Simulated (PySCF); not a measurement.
Electric field gradients and quadrupole coupling constants

Compound: C7H4F2O2.
SMILES with atom numbers: `[CH:1]#[C:2][C@@H:3]1[C:4](=[O:5])[O:6][CH:7]=[C:8]1[CH:9]([F:10])[F:11]` (hydrogens: H12 on C1; H13 on C3; H14 on C7; H15 on C9)

Cartesian coordinates in Å at the GFN2-xTB level; atoms count from 1:
```
atom  x, y, z in Å
C1     2.2265   -1.5490    0.8072
C2     1.5379   -0.7595    0.2301
C3     0.6708    0.1992   -0.4290
C4     1.0771    1.6444   -0.0962
O5     2.1126    2.1897   -0.3031
O6     0.0144    2.2531    0.5019
C7    -1.0244    1.3752    0.5847
C8    -0.7445    0.1736    0.0834
C9    -1.6245   -1.0260    0.0068
F10   -2.0747   -1.2142   -1.2640
F11   -2.7234   -0.8773    0.7797
H12    2.8488   -2.2408    1.2917
H13    0.7280    0.0457   -1.5135
H14   -1.9227    1.7446    1.0439
H15   -1.1062   -1.9508    0.3119
```

Field gradients from the PBE0/pcSseg-1 density (PySCF, non-relativistic), principal values in atomic units, ordered |Vxx| ≤ |Vyy| ≤ |Vzz|:

```
atom      Vxx      Vyy      Vzz
  O5   0.5659   1.0706  -1.6364
  O6  -0.5309  -1.0395   1.5703
```

Question: Find the asymmetry η = (Vxx − Vyy)/Vzz and the couplings χ = eQV/h (234.96 MHz × Q in barn × V in au), with Q(17O) = −0.0256 b.

Answer: 
```json
{"atom": "O5", "environment": "ester carbonyl oxygen", "nucleus": "17O", "η": "0.31", "χzz (MHz)": "9.84", "χxx (MHz)": "-3.40", "χyy (MHz)": "-6.44"}
{"atom": "O6", "environment": "ester single-bonded oxygen", "nucleus": "17O", "η": "0.32", "χzz (MHz)": "-9.45", "χxx (MHz)": "3.19", "χyy (MHz)": "6.25"}
```

The tensor is traceless: Vxx + Vyy + Vzz = 0.

Question: What is Vzz at O6 in SI units (1 au = 9.71736 × 10²¹ V/m²)?

Answer: 1.5703 au = 15.259 × 10²¹ V/m².

Question: What couplings would deuterons (Q(2H) = 0.00286 b) have in place of the hydrogens, at this geometry?

Answer: 
| atom | bonded to | bond length (Å) | Vzz (au) | η | χzz (kHz) |
| --- | --- | --- | --- | --- | --- |
| H12 | C1 | 1.049 | 0.3941 | 0.00 | 265 |
| H13 | C3 | 1.097 | 0.2893 | 0.02 | 194 |
| H14 | C7 | 1.074 | 0.3287 | 0.07 | 221 |
| H15 | C9 | 1.103 | 0.2599 | 0.03 | 175 |

Geometry: GFN2-xTB, one conformer, isolated molecule. GFN2-xTB bond lengths can be off by several hundredths of an ångström, more for odd bonds, and the gradients follow them. With so small a basis the couplings can be 20 % off.

The run behind these numbers computed NMR shieldings as well. Time: 37 s of wall time. Hardware: Arm Neoverse V2, one thread, no GPU, shared host.
